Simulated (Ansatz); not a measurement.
# Worked example: C2H7AlO + C2H8O2Si2 → C2H7AlO2 + C2H8OSi2

Species: C2H7AlO `C[CH2][AlH][OH]`, singlet; C2H8O2Si2 `O[SiH](O)/C=C/[SiH3]`, singlet; C2H7AlO2 `C[CH2][Al]([OH])[OH]`, singlet; C2H8OSi2 `O[SiH2]/C=C/[SiH3]`, singlet. The partners trade H for OH: Al–H and Si–OH bonds give way to Al–OH and Si–H.

Shapes, held fixed at every level: PBE0-D4/def2-TZVP. Flexible molecules stand in one conformer, not always the lowest. Programs: Ansatz 0.2.0. Electronic energies: no zero-point or thermal term.

At CCSD(T)/CBS estimate; 1 Eh = 2625.50 kJ/mol:

```
  species  energy (Eh)
  C2H7AlO  -397.563565
C2H8O2Si2  -809.509618
 C2H7AlO2  -472.814037
 C2H8OSi2  -734.270799
```

Task: Work out ΔE of the reaction at this level.

Result: 
1. Products less reactants: (-472.814037) + (-734.270799) − [(-397.563565) + (-809.509618)] = -0.011653 Eh = -30.6 kJ/mol.

Other levels give -32.6 (MP2/def2-TZVPP) to -26.8 kJ/mol (HF/def2-TZVPP). No measured value is set beside it here. The CBS estimate extrapolates MP2 from def2-TZVPP and def2-QZVPP and adds CCSD(T) − MP2 in the triple-zeta set, cores frozen.
